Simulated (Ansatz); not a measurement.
C₂₄H₁₉S₂, that is (4-phenylthiophenyl)diphenylsulfonium with one electron more. Charge 0, multiplicity 2. Geometry PBE-D4/def2-SVP; atoms count from 1.

```csv
atom,x (Å),y (Å),z (Å)
C1,0.3195,5.8683,3.1728
C2,-0.8379,6.3846,2.5667
C3,-1.7613,5.5278,1.9526
C4,-1.5404,4.1331,1.9500
S5,-2.7947,3.1154,1.1852
C6,-1.9610,1.5705,0.9164
C7,-0.8865,1.4699,-0.0020
C8,-0.2664,0.2474,-0.2450
C9,-0.7243,-0.9242,0.4290
S10,-0.2868,-2.5574,-0.1231
C11,1.5463,-2.5004,-0.1062
C12,2.2030,-1.6900,0.8328
C13,3.5991,-1.7648,0.9424
C14,4.3284,-2.6572,0.1390
C15,3.6547,-3.4819,-0.7769
C16,2.2594,-3.4153,-0.8987
C17,-0.5915,-2.8450,-1.8874
C18,-0.0174,-2.0266,-2.8919
C19,-0.5340,-2.0769,-4.1919
C20,-1.6137,-2.9225,-4.5051
C21,-2.1862,-3.7266,-3.4966
C22,-1.6950,-3.6780,-2.1896
C23,-1.8307,-0.8353,1.3185
C24,-2.4201,0.3999,1.5754
C25,-0.3852,3.6117,2.5669
C26,0.5368,4.4808,3.1686
H27,1.0478,6.5441,3.6469
H28,-1.0209,7.4708,2.5604
H29,-2.6586,5.9368,1.4620
H30,-0.5329,2.3766,-0.5164
H31,0.5868,0.1918,-0.9369
H32,1.6205,-1.0007,1.4624
H33,4.1209,-1.1166,1.6630
H34,5.4231,-2.7159,0.2327
H35,4.2200,-4.1875,-1.4049
H36,1.7235,-4.0560,-1.6154
H37,0.8496,-1.3895,-2.6606
H38,-0.0819,-1.4502,-4.9768
H39,-2.0142,-2.9515,-5.5292
H40,-3.0235,-4.3998,-3.7373
H41,-2.1541,-4.2861,-1.3936
H42,-2.2023,-1.7429,1.8200
H43,-3.2418,0.4810,2.3026
H44,-0.2140,2.5251,2.5748
H45,1.4384,4.0634,3.6442
```

Single mean-field runs in def2-TZVP are fitted with def2-universal-jkfit.

Question: Estimate the Mulliken populations of the heavy atoms from the PBE0/def2-TZVP orbitals of Ansatz.

Answer: 
| atom | charge (e) | spin (α − β) |
| --- | --- | --- |
| C1 | -0.13 | 0.00 |
| C2 | -0.12 | 0.00 |
| C3 | -0.21 | 0.00 |
| C4 | 0.12 | 0.01 |
| S5 | -0.09 | 0.00 |
| C6 | 0.09 | 0.20 |
| C7 | -0.18 | -0.08 |
| C8 | -0.19 | 0.17 |
| C9 | 0.12 | 0.09 |
| S10 | 0.13 | 0.20 |
| C11 | 0.15 | 0.02 |
| C12 | -0.20 | 0.01 |
| C13 | -0.13 | 0.00 |
| C14 | -0.12 | 0.01 |
| C15 | -0.12 | -0.01 |
| C16 | -0.21 | 0.01 |
| C17 | 0.11 | 0.08 |
| C18 | -0.20 | 0.12 |
| C19 | -0.12 | -0.06 |
| C20 | -0.14 | 0.13 |
| C21 | -0.10 | -0.04 |
| C22 | -0.23 | 0.07 |
| C23 | -0.24 | 0.11 |
| C24 | -0.16 | -0.05 |
| C25 | -0.16 | 0.00 |
| C26 | -0.14 | 0.00 |
Mulliken values depend strongly on the basis.

Question: Where does the spin sit?

Answer: Summed by element: C 0.81, S 0.20, H -0.01, of 1 unpaired in all. Largest on single atoms: S10 0.20, C6 0.20, C8 0.17.

Question: And the Mayer bond orders between heavy atoms (over 0.3)?

Answer: C1–C2 1.41 (1.40 Å); C1–C26 1.42 (1.40 Å); C2–C3 1.44 (1.40 Å); C3–C4 1.35 (1.41 Å); C4–S5 1.06 (1.79 Å); C4–C25 1.36 (1.41 Å); S5–C6 0.95 (1.78 Å); C6–C7 1.30 (1.42 Å); C6–C24 1.30 (1.42 Å); C7–C8 1.48 (1.39 Å); C8–C9 1.24 (1.43 Å); C9–S10 1.01 (1.78 Å); C9–C23 1.25 (1.42 Å); S10–C11 0.87 (1.83 Å); S10–C17 0.92 (1.81 Å); C11–C12 1.38 (1.40 Å); C11–C16 1.38 (1.40 Å); C12–C13 1.43 (1.40 Å); C13–C14 1.41 (1.40 Å); C14–C15 1.41 (1.40 Å); C15–C16 1.43 (1.40 Å); C17–C18 1.33 (1.42 Å); C17–C22 1.31 (1.42 Å); C18–C19 1.46 (1.40 Å); C19–C20 1.41 (1.41 Å); C20–C21 1.38 (1.41 Å); C21–C22 1.47 (1.40 Å); C23–C24 1.49 (1.39 Å); C25–C26 1.43 (1.40 Å).
